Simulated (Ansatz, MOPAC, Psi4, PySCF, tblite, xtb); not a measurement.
Dimer H4O4Si ··· H3N (SMILES O[Si](O)(O)O and N), singlet at R = 3.83 Å between the centres of mass, closest contact 1.81 Å (a higher rigid-body minimum at GFN2-xTB). Geometry in Å and degrees:

```
O
H 1 0.9604
Si 1 1.6354 2 117.26
O 3 1.6354 1 115.73 2 -81.36
H 4 0.9604 3 117.22 1 -81.05
O 3 1.6354 4 106.43 5 160.93
H 6 0.9604 3 117.24 4 -36.85
O 3 1.6354 4 106.41 5 36.96
H 8 0.9604 3 117.24 4 -160.83
N 2 1.8096 3 137.28 4 -74.57
H 10 1.0136 2 117.52 3 -134.70
H 10 1.0136 11 107.33 2 -110.87
H 10 1.0136 11 107.33 12 -115.10
```

Levels: GFN2-xTB (tblite); SAPT0/jun-cc-pVDZ, frozen core (Psi4); PBE0/def2-TZVP, counterpoise-corrected (Psi4); PBE0-D3(BJ)/def2-TZVP, counterpoise-corrected (Psi4); PBE/def2-TZVP, counterpoise-corrected (Psi4); PBE-D3(BJ)/def2-TZVP, counterpoise-corrected (Psi4); wB97X-D/def2-TZVP, counterpoise-corrected (Psi4); HF/aug-cc-pVTZ, counterpoise-corrected (Psi4); MP2/aug-cc-pVTZ = DF-MP2/aug-cc-pVTZ, frozen core, counterpoise-corrected in Psi4; SCS-MP2/aug-cc-pVTZ = DF-SCS-MP2/aug-cc-pVTZ, frozen core, counterpoise-corrected in Psi4 1.11; RHF/aug-cc-pVDZ, counterpoise-corrected (Ansatz, a program for electronic structure); MP2/aug-cc-pVDZ = MP2 on RHF/aug-cc-pVDZ, frozen core, counterpoise-corrected in Ansatz; CCSD/aug-cc-pVDZ = CCSD on RHF/aug-cc-pVDZ, frozen core, counterpoise-corrected (Ansatz); CCSD(T)/aug-cc-pVDZ = CCSD(T) on RHF/aug-cc-pVDZ, frozen core, counterpoise-corrected in Ansatz; PM6, restricted, heats of formation (MOPAC); PM7, restricted, heats of formation (MOPAC); GFN1-xTB (xtb); RKS-B3LYP/6-31G* = restricted B3LYP/6-31G*, spherical d, no counterpoise correction (PySCF); RHF/STO-3G = restricted Hartree-Fock/STO-3G, no counterpoise correction in PySCF; RHF/LANL2DZ = restricted Hartree-Fock/LANL2DZ, with its core potentials past Ne, no counterpoise correction (PySCF); RHF/6-31G* = restricted Hartree-Fock/6-31G*, spherical d, no counterpoise correction in PySCF.

### Question
What interaction energy does each level give?

### Answer

| method | E_int / kcal/mol |
|---|---|
| RHF/LANL2DZ | -11.54 |
| RKS-B3LYP/6-31G* | -11.51 |
| PBE-D3(BJ)/def2-TZVP | -9.64 |
| PBE0-D3(BJ)/def2-TZVP | -9.53 |
| wB97X-D/def2-TZVP | -8.91 |
| SAPT0/jun-cc-pVDZ | -8.55 |
| PBE/def2-TZVP | -8.54 |
| RHF/6-31G* | -8.50 |
| PBE0/def2-TZVP | -8.50 |
| MP2/aug-cc-pVTZ | -8.26 |
| MP2/aug-cc-pVDZ | -7.54 |
| CCSD(T)/aug-cc-pVDZ | -7.34 |
| SCS-MP2/aug-cc-pVTZ | -7.26 |
| CCSD/aug-cc-pVDZ | -6.88 |
| RHF/STO-3G | -6.75 |
| GFN1-xTB | -6.69 |
| GFN2-xTB | -6.36 |
| PM7 | -6.09 |
| HF/aug-cc-pVTZ | -5.09 |
| RHF/aug-cc-pVDZ | -5.01 |
| PM6 | -3.66 |
